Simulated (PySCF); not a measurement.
Species: C₄H₃FN₂.
SMILES with atom numbers: `[F:1][c:2]1[cH:3][n:4][cH:5][cH:6][n:7]1` (hydrogens: H8 on C3; H9 on C5; H10 on C6)

The same species was optimised twice, with GFN2-xTB and with PBE0-D3(BJ)/def2-SVP (PySCF), and the same property calculations (PySCF, gas phase) were run on both structures.

```csv
coordinate,GFN2-xTB,PBE0-D3(BJ)/def2-SVP,change
F1–C2 (Å),1.335,1.320,-0.015
C2–C3 (Å),1.393,1.400,+0.007
C6–N7 (Å),1.326,1.333,+0.007
C2–N7 (Å),1.314,1.306,-0.008
N4–C5 (Å),1.326,1.333,+0.007
C5–C6 (Å),1.388,1.393,+0.005
C3–N4 (Å),1.320,1.323,+0.003
F1–C2–C3 (°),120.2,119.1,-1.1
F1–C2–N7 (°),116.6,117.6,+1.0
C3–N4–C5 (°),117.8,117.4,-0.4
C2–C3–N4 (°),119.8,120.1,+0.3
C5–C6–N7 (°),121.2,121.5,+0.3
C2–N7–C6 (°),116.5,116.2,-0.3
C3–C2–N7 (°),123.2,123.4,+0.2
N4–C5–C6 (°),121.5,121.4,-0.1
```

Rotational constants: A = 6131, B = 2770, C = 1908 MHz (GFN2-xTB) against A = 6103, B = 2776, C = 1908 MHz (PBE0-D3(BJ)/def2-SVP). Point groups within 0.08 Å: Cs and Cs.

On the GFN2-xTB structure: HOMO (eV) -7.88 [PBE0/pcSseg-1]; LUMO (eV) -1.79 [PBE0/pcSseg-1]; dipole (D) 1.53 [PBE0/pcSseg-1]; GIAO shielding of F1 (ppm) 253.6 [PBE0/pcSseg-1]; GIAO shielding of C2 (ppm) 16.1 [PBE0/pcSseg-1]; GIAO shielding of C3 (ppm) 48.1 [PBE0/pcSseg-1]; GIAO shielding of N4 (ppm) -130.6 [PBE0/pcSseg-1]; GIAO shielding of C5 (ppm) 39.3 [PBE0/pcSseg-1]; GIAO shielding of C6 (ppm) 38.3 [PBE0/pcSseg-1]; GIAO shielding of N7 (ppm) -67.5 [PBE0/pcSseg-1].

Question: What do these properties become on the PBE0-D3(BJ)/def2-SVP structure?

Answer: 
| property | level | on GFN2-xTB | on PBE0-D3(BJ)/def2-SVP | change |
| --- | --- | --- | --- | --- |
| HOMO (eV) | PBE0/pcSseg-1 | -7.88 | -7.85 | +0.03 |
| LUMO (eV) | PBE0/pcSseg-1 | -1.79 | -1.80 | -0.01 |
| dipole (D) | PBE0/pcSseg-1 | 1.53 | 1.42 | -0.11 |
| energy, GFN2-xTB geometry as zero (kcal/mol) | PBE0/pcSseg-1 | 0.0 | -0.3 | -0.3 |
| GIAO shielding of F1 (ppm) | PBE0/pcSseg-1 | 253.6 | 256.8 | +3.2 |
| GIAO shielding of C2 (ppm) | PBE0/pcSseg-1 | 16.1 | 17.6 | +1.5 |
| GIAO shielding of C3 (ppm) | PBE0/pcSseg-1 | 48.1 | 45.7 | -2.4 |
| GIAO shielding of N4 (ppm) | PBE0/pcSseg-1 | -130.6 | -133.0 | -2.4 |
| GIAO shielding of C5 (ppm) | PBE0/pcSseg-1 | 39.3 | 37.2 | -2.1 |
| GIAO shielding of C6 (ppm) | PBE0/pcSseg-1 | 38.3 | 36.8 | -1.5 |
| GIAO shielding of N7 (ppm) | PBE0/pcSseg-1 | -67.5 | -62.4 | +5.1 |

The heavy atoms differ by 0.009 Å rms after alignment. Among bonds between heavy atoms F1–C2 changes most (-0.015 Å). Changes are differences of the printed values. Neither structure is proved a minimum here.
